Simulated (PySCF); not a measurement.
GaF₂, SMILES [Ga+]([F])[F], charge +1.

Coordinates come from a PBE0-D3(BJ)/def2-TZVP optimisation. The multiplicity is an assumed one; other spin states were not compared. The isomer is the one that the SMILES or the coordinates give; other isomers of the formula were not compared.

These are IEF-PCM-PBE0/def2-SVP (PySCF) values and carry that method's errors.

The values are the electrostatic part of the solvation free energy, E(continuum) − E(gas) at the gas-phase geometry, in a cavity of scaled van der Waals radii (PySCF's table); cavitation and dispersion terms are not included. A continuum can't describe solvent molecules that bind to the metal. In vacuum the orbital gap is 8.49 eV.

```
solvent           ε  ΔG(elec) (kcal/mol)  gap (eV)
------------  -----  -------------------  --------
water         78.36                -80.9      8.87
diethylether   4.24                -61.3      8.75
1-octanol      9.86                  ___       ___
```

What belongs in the gaps? (The exact figures need the calculation; the answer reports its results.)


- 1-octanol, ΔG(elec) (kcal/mol): -73.0
- 1-octanol, gap (eV): 8.82
